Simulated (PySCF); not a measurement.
C3H7BFN, SMILES C=C(F)B(C)N.

Coordinates come from a ωB97X-D3(BJ)/def2-SVP optimisation. The structure was generated by enumeration, and PubChem lists no compound with its InChIKey, so it may never have been made. Other conformers were not sampled.

Method: TDDFT-PBE0/def2-SVPD (PySCF).

Vertical excitations. The molecule is in vacuum.

```json
[
 {"state": "S1", "energy (eV)": "6.03", "λ (nm)": "205", "f": "0.212", "main pairs": "HOMO→LUMO 94 %"},
 {"state": "S2", "energy (eV)": "6.51", "λ (nm)": "191", "f": "0.007", "main pairs": "HOMO→LUMO+1 93 %"},
 {"state": "S3", "energy (eV)": "6.54", "λ (nm)": "190", "f": "0.002", "main pairs": "HOMO−2→LUMO 92 %"},
 {"state": "S4", "energy (eV)": "7.10", "λ (nm)": "175", "f": "0.091", "main pairs": "HOMO−1→LUMO 90 %"},
 {"state": "S5", "energy (eV)": "7.55", "λ (nm)": "164", "f": "0.060", "main pairs": "HOMO−1→LUMO+1 41 %, HOMO→LUMO+3 30 %, HOMO→LUMO+2 24 %"},
 {"state": "S6", "energy (eV)": "7.68", "λ (nm)": "161", "f": "0.010", "main pairs": "HOMO→LUMO+2 71 %, HOMO−1→LUMO+1 13 %"},
 {"state": "S7", "energy (eV)": "7.81", "λ (nm)": "159", "f": "0.032", "main pairs": "HOMO→LUMO+3 52 %, HOMO−1→LUMO+1 41 %"},
 {"state": "S8", "energy (eV)": "7.92", "λ (nm)": "157", "f": "0.005", "main pairs": "HOMO−3→LUMO 93 %"},
 {"state": "S9", "energy (eV)": "8.08", "λ (nm)": "153", "f": "0.023", "main pairs": "HOMO−2→LUMO+1 95 %"},
 {"state": "S10", "energy (eV)": "8.19", "λ (nm)": "151", "f": "0.051", "main pairs": "HOMO→LUMO+4 72 %"},
 {"state": "T1", "energy (eV)": "3.82", "λ (nm)": "325", "f": "0", "main pairs": "HOMO→LUMO 91 %"},
 {"state": "T2", "energy (eV)": "5.79", "λ (nm)": "214", "f": "0", "main pairs": "HOMO−1→LUMO 86 %"},
 {"state": "T3", "energy (eV)": "5.96", "λ (nm)": "208", "f": "0", "main pairs": "HOMO−2→LUMO 95 %"},
 {"state": "T4", "energy (eV)": "6.39", "λ (nm)": "194", "f": "0", "main pairs": "HOMO→LUMO+1 92 %"}
]
```
Triplets are in the Tamm–Dancoff approximation, which puts them higher than full response would, so one can lie above its singlet here.
